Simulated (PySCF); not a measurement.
An unknown is described by computed data only.

Formula: C12H22N2Si.

| Quantity | Value |
| --- | --- |
| UV, first state | lowest singlet excitation: 4.97 eV (249 nm, f = 0.003) [TDDFT CAM-B3LYP/def2-SVPD] |
| 13C NMR | chemical shifts (computed TMS as zero) by class: 143.8 (2 C), 142.0 (2 C), 49.2 (4 C), 30.3 (4 C) ppm [GIAO PBE0/pcSseg-1] |
| 1H NMR | chemical shifts (computed TMS as zero) by class: 6.32 (1 H), 6.31 (1 H), 6.26 (2 H), 6.11 (2 H), 3.08 (8 H), 1.70 (8 H) ppm [GIAO PBE0/pcSseg-1] |
| Triplet | lowest triplet excitation (Tamm–Dancoff): 4.16 eV [TDA CAM-B3LYP/def2-SVPD] |
| UV, strongest line | among the 10 lowest singlet transitions: S9 at 6.50 eV (191 nm, f = 0.174) [TDDFT CAM-B3LYP/def2-SVPD] |
| Dipole | 0.84 D [CAM-B3LYP/def2-SVPD] |
| NMR, other nuclei | isotropic shieldings of nuclei other than C and H, by class: 224 (2 N), 380 (1 Si) ppm [GIAO PBE0/pcSseg-1] |
| Rotational structure | rotational constants A, B, C: 0.667, 0.404, 0.369 GHz [PBE0-D3(BJ)/def2-SVP] |
| Polarisability | 174.3 au [CAM-B3LYP/def2-SVPD] |

The electronic properties come from PySCF, for the isolated species, density fitting. Levels stand in brackets. The structure is a single PBE0-D3(BJ)/def2-SVP conformer in the gas phase; no vibrational or solvent corrections. Each NMR value is the plain mean over a class of atoms that symmetry, rotation or inversion makes alike.

Problem. What is the compound? Reason from the data.

Solution. 12 carbons fall into 4 classes; from least to most shielded: carbon bonded to C, Si and H (143.8 ppm, 2 C), carbon bonded to C and 2 H (142.0 ppm, 2 C), carbon bonded to C, N and 2 H (49.2 ppm, 4 C, up to 2.5 ppm apart in this geometry), carbon bonded to 2 C and 2 H (30.3 ppm, 4 C). Hydrogen classes from least to most shielded: 1 H on a carbon bonded to C and 2 H (6.32 ppm), 1 H on a carbon bonded to C and 2 H (6.31 ppm), 2 H on 2 like atoms (carbon bonded to C, Si and H) (6.26 ppm), 2 H on 2 like atoms (carbon bonded to C and 2 H) (6.11 ppm), 8 H on 4 like atoms (carbon bonded to C, N and 2 H) (3.08 ppm), 8 H on 4 like atoms (carbon bonded to 2 C and 2 H) (1.70 ppm). The other shieldings belong to: 224 ppm, nitrogen bonded to 2 C and Si; 380 ppm, silicon bonded to 2 C and 2 N. By its constants the optimised geometry is an asymmetric top. Structure: Si(vinyl)2(pyrrolidide)2 (`C=C[Si](C=C)(N1CCCC1)N1CCCC1`). The assignments are read from this structure; whether some other isomer fits the data as well wasn't checked.
